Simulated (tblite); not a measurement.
Calculated harmonic vibrations of the isolated species, GFN2-xTB (tblite), most abundant isotopes, no scaling. Errors from tens to a few hundred cm⁻¹ against measured bands are possible. Modes of hydrogen on silicon and sulfur can be 10 to 20 % off. One conformer each. Thermal functions are those of the rigid rotor and harmonic oscillator, without mixing of conformers.

Question: Order these by their heat capacity Cp at 200 K, highest first (J/(mol K)).
A. `O[Si]1(CF)OCCCO1`
B. `C[C@@H](CC#N)N[SiH2]S`
C. `O[Si@@H]1CC[C@H](OC[SiH3])C1`
D. `C1=C[Si@@H](NC2CCC2)OC1`
E. `O([Si](C#N)([SiH2]OC)OC)C`
F. `C[C@@H](O[SiH3])[C@H](F)C(=O)O`

Answer: E (181.4), C (143.3), B (134.2), F (131.5), D (124.5), A (122.5).

| SMILES | atoms | mass (u) | symmetry number | modes under 300 cm⁻¹ | ZPE (kJ/mol) | S translation (J/(mol K)) | S rotation | S vibration | S | Cp |
| --- | --- | --- | --- | --- | --- | --- | --- | --- | --- | --- |
| CO[SiH2][Si](C#N)(OC)OC | 21 | 177.03 | 1 | 16 | 393.3 | 165.1 | 124.6 | 179.3 | 469.0 | 181.4 |
| O[Si@@H]1CC[C@H](OC[SiH3])C1 | 23 | 162.05 | 1 | 9 | 466.7 | 164.0 | 121.8 | 105.3 | 391.1 | 143.3 |
| C[C@@H](CC#N)N[SiH2]S | 18 | 146.03 | 1 | 8 | 349.5 | 162.7 | 121.1 | 105.3 | 389.1 | 134.2 |
| C[C@@H](O[SiH3])[C@H](F)C(=O)O | 18 | 152.03 | 1 | 9 | 332.4 | 163.2 | 118.7 | 95.8 | 377.7 | 131.5 |
| C1=C[Si@@H](NC2CCC2)OC1 | 23 | 155.08 | 1 | 7 | 495.1 | 163.5 | 121.5 | 96.3 | 381.3 | 124.5 |
| O[Si]1(CF)OCCCO1 | 18 | 152.03 | 1 | 9 | 356.4 | 163.2 | 117.7 | 81.8 | 362.7 | 122.5 |

Entropies and Cp are for 200 K and 1 bar.
